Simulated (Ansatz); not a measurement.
The cluster W₃O₉⁻, relaxed as a doublet with UKS PBE-D4/def2-SVP in Ansatz, starting from the GFN2-xTB geometry. Force threshold 0.03 eV/Å.

In the def2 sets W takes a core potential; there is no spin–orbit coupling. The structure holds 2 bonds between oxygen atoms, so isomers without such links may lie far lower. The structure comes from a short search, and lower isomers may exist.

Start:

```xyz
12

W    -0.802   -0.623    1.282
W    -1.394    1.098   -0.711
W     1.167    0.336   -1.096
O    -2.187   -1.861    1.471
O     0.942   -0.742    0.481
O     1.492   -0.776   -2.331
O    -0.447    1.395   -2.114
O     2.787    1.006   -0.451
O    -0.911   -2.484    1.407
O    -0.521    0.010    2.827
O     2.218    1.837   -1.454
O    -2.344    0.804    0.690
```

**Question.** Estimate the energy that the relaxation releases and the steps that it takes.

**Answer.** 52.1 kcal/mol, in 14 steps; 3.2 min on 4 threads of Arm Neoverse N1 on a shared host. No frequencies were taken in this run, so the end may be a saddle point.

**Question.** Does the start keep its bonding and symmetry?

**Answer.** By distances, no bond broke or formed. The bond that changes most is W1–O12, from 2.18 to 2.01 Å (atoms count from 1). Point group C2 at the start, C2 at the end, both within 0.05 Å.

**Question.** Predict the relaxed structure.

**Answer.** 
```xyz
12

W    -0.862   -0.567    1.219
W    -1.634    1.287   -0.834
W     1.082    0.394   -1.106
O    -2.061   -2.036    1.627
O     0.910   -0.717    0.464
O     1.130   -0.740   -2.403
O    -0.159    1.802   -1.831
O     2.898    0.685   -0.454
O    -0.637   -2.467    1.608
O    -0.612    0.332    2.667
O     2.458    1.723   -1.425
O    -2.513    0.303    0.467
```
Bond lengths (bridged metal pairs left out): 12 × O–W 1.72 to 2.01 Å; 2 × O–O 1.49 Å.
